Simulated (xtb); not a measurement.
CH₉AlO₂Si₂, SMILES [O]([Al]([CH3])[O][SiH3])[SiH3]. All values are semi-empirical tight-binding results from xtb (GFN2-xTB unless named), good for trends rather than for accurate numbers. Geometry: GFN2-xTB. The isomer is the one that the SMILES or the coordinates give; other isomers of the formula were not compared. Other conformers were not sampled.

The geometry has at least one imaginary mode, so it is a saddle point at that level.

For metal compounds this method's bond lengths and energies can be far off.

| Quantity | Value |
|---|---|
| orbital gap | 4.47 eV |
